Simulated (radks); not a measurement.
Q: Er66+, configuration [He]. All-electron calculation, Dirac Kohn-Sham, PBE, spin-unpolarised, spherical densities, finite nucleus; Fermi nuclear charge, rms radius 5.2516 fm. Program: a radial shooting solver on a logarithmic mesh with Libxc functionals. Some entries of the table are withheld. Estimate them.

orbital,occ.,eigenvalue (eV),<1/r> (bohr^-1)
1s1/2,2,-65589.42,77.85
2s1/2,0,-16398.46,(1)
2p1/2,0,-16280.13,(2)
2p3/2,0,-15206.46,(3)

A: 
(1) 2s1/2 <1/r> (bohr^-1): 19.90
(2) 2p1/2 <1/r> (bohr^-1): 19.80
(3) 2p3/2 <1/r> (bohr^-1): 17.20
